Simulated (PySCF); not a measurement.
C3H8NO, SMILES C[NH+](C)C=O, charge +1.

Coordinates come from a PBE0-D3(BJ)/def2-SVP optimisation. The isomer is the one that the SMILES or the coordinates give; other isomers of the formula were not compared. One conformer was computed; it need not be the lowest.

These are B3LYP/def2-TZVP (PySCF) values and carry that method's errors.

Gas-phase values at a fixed geometry.

| Property | Result |
|---|---|
| total energy | -248.93369 hartree |
| highest occupied level | -14.01 eV |
| lowest empty level | -6.98 eV |
| orbital gap | 7.03 eV |
| dipole moment about the centre of nuclear charge | 4.07 D |
| mean static polarisability | 43.3 bohr³ (6.41 Å³) |
| polarisability, principal values | 36.1, 45.0, 48.8 bohr³ |
